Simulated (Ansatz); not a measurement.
Reaction: GeH3Br (SMILES [GeH3][Br]) → GeH3 (SMILES [GeH3], doublet) + Br (doublet) (the Br-Ge bond breaks)
Each species at its own B3LYP-D3(BJ)/def2-TZVP minimum (Ansatz, an electronic-structure program).

Total energies in hartree (Ansatz). Radicals and triplets start from unrestricted determinants; spin-orbit coupling is neglected. Cores are frozen in correlated methods (noble-gas shells, and filled d and f shells in the p block). No relativity. Spin-orbit terms, left out, reach several kcal/mol for Br and I, and more for heavier atoms.

```tsv
species	HF/cc-pVTZ	CCSD(T)/cc-pVTZ	HF/cc-pVQZ	CCSD(T)/cc-pVQZ	CCSDT(Q)/cc-pVTZ
1: GeH3Br (SMILES [GeH3][Br])	-4649.65433	-4649.98567	-4649.66130	-4650.01959	-4649.98704
2: GeH3 (SMILES [GeH3], doublet)	-2077.10825	-2077.24865	-2077.11207	-2077.25871	-2077.24943
3: Br (doublet)	-2572.44509	-2572.60263	-2572.44802	-2572.62195	-2572.60328
```

Question: Work out the bond dissociation energy (electronic) in kcal/mol: take Hartree-Fock from cc-pVQZ, extrapolate the CCSD(T) correlation energy as X^-3 (X = 3, 4), and add CCSDT(Q) - CCSD(T) in cc-pVTZ. 1 hartree = 627.51 kcal/mol.

Answer: 
Species 1: correlation (64·(-0.35829) - 27·(-0.33134))/37 = -0.37796; step -0.00137; E1 = -4649.66130 + (-0.37796) + (-0.00137) = -4650.04063
Species 2: correlation (64·(-0.14664) - 27·(-0.14040))/37 = -0.15119; step -0.00078; E2 = -2077.11207 + (-0.15119) + (-0.00078) = -2077.26404
Species 3: correlation (64·(-0.17393) - 27·(-0.15754))/37 = -0.18589; step -0.00065; E3 = -2572.44802 + (-0.18589) + (-0.00065) = -2572.63456
-1·E1 +1·E2 +1·E3 = 0.14203 hartree = 89.1 kcal/mol.
